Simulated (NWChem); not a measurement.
Program: NWChem. System: C2H3O3, charge 0, spin multiplicity 2, at a geometry optimised with UB3LYP/def2-SVP. The structure started from a generated list of species. Its SCF solution wasn't tested for a lower state. Level: UMP2/def2-TZVP, 5 core orbitals frozen.

Output (cleaned and shortened):

```
             Northwest Computational Chemistry Package (NWChem) 7.3.0
             --------------------------------------------------------

                                NWChem Input Module
                                -------------------

 Scaling coordinates for geometry "geometry" by  1.889725989
 (inverse scale =  0.529177249)

 Turning off AUTOSYM since
 SYMMETRY directive was detected!

                             Geometry "geometry" -> ""
                             -------------------------

 Output coordinates in angstroms (scale by  1.889725989 to convert to a.u.)

  No.       Tag          Charge          X              Y              Z
 ---- ---------------- ---------- -------------- -------------- --------------
    1 C                    6.0000    -0.10361800    -1.79191100     0.00000000
    2 O                    8.0000    -0.74750300    -0.50784900     0.00000000
    3 C                    6.0000     0.03143900     0.55672800     0.00000000
    4 O                    8.0000    -0.48936400     1.70369100     0.00000000
    5 O                    8.0000     1.27518000     0.52556400     0.00000000
    6 H                    1.0000     0.52009200    -1.91496600     0.89767500
    7 H                    1.0000     0.52009200    -1.91496600    -0.89767500
    8 H                    1.0000    -0.91362000    -2.53021400     0.00000000

 Effective nuclear repulsion energy (a.u.)     174.8188285821

            Nuclear Dipole moment (a.u.)
            ----------------------------
        X                 Y               Z
 ---------------- ---------------- ----------------
    -0.0000113384     0.0000075589     0.0000000000

      Symmetry information
      --------------------

 Group name             Cs
 Group number              2
 Group order               2
 No. of unique centers     7

      Symmetry unique atoms

     1    2    3    4    5    6    8


 Summary of "ao basis" -> "" (spherical)
 ------------------------------------------------------------------------------
       Tag                 Description            Shells   Functions and Types
 ---------------- ------------------------------  ------  ---------------------
 *                         def2-tzvp                  on all atoms

 Summary of "ao basis" -> "ao basis" (spherical)
 ------------------------------------------------------------------------------
       Tag                 Description            Shells   Functions and Types
[...]
     2   0 2 0    -18.293807   -125.434956   -115.532739    222.673887
     2   0 1 1      0.000000     -0.000000      0.000000      0.000000
     2   0 0 2    -20.198100    -13.046212    -12.907161      5.755273

                   NWChem MP2 Semi-direct Energy/Gradient Module
                   ---------------------------------------------

  Basis functions       =    173
  Molecular orbitals    =    173
  Frozen core           =      5
  Frozen virtuals       =      0
  Active alpha occupied =     15
  Active beta occupied  =     14
  Active alpha virtual  =    153
  Active beta virtual   =    154
  Use MO symmetry       = T
  Use skeleton AO sym   = T

  AO/Fock/Back tols     =   1.0D-09  1.0D-09  1.0D-09

 GA uses MA = F    GA memory limited = T

 Available:
  local mem=  1.26D+08
 global mem=  1.44D+08
 local disk=  0.00D+00
  mp2_memr nvloc                   153
  nvloc new                   153
   1 passes of  15:        5242880                     175759                 113561421.
   1 passes of  15: M    126150825           G      144119342           F     120907945.

 Semi-direct pass number   1 of   1  for UHF alpha       at       77.2s
  vrange nnbf                 14547
  mp2_eaftype                   433  avail_ma_in_mb                  1099
 EAF : mp2_eaftype filesize         433   56780711.
  mp2_eaf for mointskh                    433
Node 0 wrote    267.1 Mb in      0.1 s     Agg I/O rate:  2346.8 Mb/s
 Done moints_semi at       94.0s
  mp2_eaftype                   433  avail_ma_in_mb                   666
 EAF : mp2_eaftype filesize         433   56780711.
  mp2_eaf for kh                   433
 Done maket at       95.6s
 Done multipass loop at       95.6s

 GA uses MA = F    GA memory limited = T

 Available:
  local mem=  1.26D+08
 global mem=  1.44D+08
 local disk=  0.00D+00
  mp2_memr nvloc                   154
  nvloc new                   154
   1 passes of  14:        5242880                     168812                 106686509.
   1 passes of  14: M    126150825           G      144119342           F     120907945.

 Semi-direct pass number   1 of   1  for UHF beta        at       95.7s
  vrange nnbf                 14547
  mp2_eaftype                   406  avail_ma_in_mb                  1099
 EAF : mp2_eaftype filesize         406   53343254.
  mp2_eaf for mointskh                    406
Node 0 wrote    250.9 Mb in      0.1 s     Agg I/O rate:  2146.3 Mb/s
 Done moints_semi at      118.9s
  mp2_eaftype                   406  avail_ma_in_mb                   693
 EAF : mp2_eaftype filesize         406   53343254.
  mp2_eaf for kh                   406
 Done maket at      120.5s
 Done multipass loop at      120.5s

          -------------------------------------------
          SCF energy                -302.157127809625
          Correlation energy          -0.961207969683
          Singlet pairs                0.000000000000
          Triplet pairs                0.000000000000
          Total MP2 energy          -303.118335779308
          -------------------------------------------

          ---------------------------------------------------
                    Spin Component Scaled (SCS) MP2
          Same spin pairs                     -0.246262612629
          Same spin scaling factor             0.333333333333
          Opposite spin pairs                 -0.714945357054
          Opposite spin scaling fact.          1.200000000000
          SCS-MP2 correlation energy          -0.940021966008
          Total SCS-MP2 energy              -303.097149775633
          ---------------------------------------------------

 -----------------------
 Performance information
 -----------------------

 Timer overhead =  2.53D-07 seconds/call

               Nr. of calls         CPU time (s)                 Wall time (s)                GFlops
             ---------------    -------------------     ------------------------------   -------------------
Name         Min   Avg   Max    Min     Avg     Max     Min     Avg     Max   Mx/calls   Min     Max     Sum
mp2: moin     2     2     2    40.     40.     40.      40.     40.     40.     20.      0.0     0.0     0.0
mp2: make     2     2     2    3.2     3.2     3.2      3.2     3.2     3.2     1.6      0.0     0.0     0.0
mp2: tota     1     1     1    43.     43.     43.      43.     43.     43.     43.      0.0     0.0     0.0

 The average no. of pstat calls per process was 5.00D+00
 with a timing overhead of 1.26D-06s

 Task  times  cpu:      120.5s     wall:      120.5s

 Total times  cpu:      120.5s     wall:      120.5s
```

Question: Write an NWChem input that would produce this output.

Answer: Several could match; the one computed here: 
```
start mol
memory heap 200 mb stack 900 mb global 1100 mb
geometry units angstroms nocenter noautoz
  C     -0.103618    -1.791911     0.000000
  O     -0.747503    -0.507849     0.000000
  C      0.031439     0.556728     0.000000
  O     -0.489364     1.703691     0.000000
  O      1.275180     0.525564     0.000000
  H      0.520092    -1.914966     0.897675
  H      0.520092    -1.914966    -0.897675
  H     -0.913620    -2.530214     0.000000
  symmetry group Cs
end
basis spherical
  * library def2-tzvp
end
scf
  uhf
  nopen 1
  maxiter 100
  thresh 1e-7
  semidirect memsize 60000000 filesize 0
  # guess.movecs holds the orbitals of an unrestricted PBE0 run
  vectors input guess.movecs output mol.movecs
end
mp2
  freeze core 5
end
task mp2 energy
```
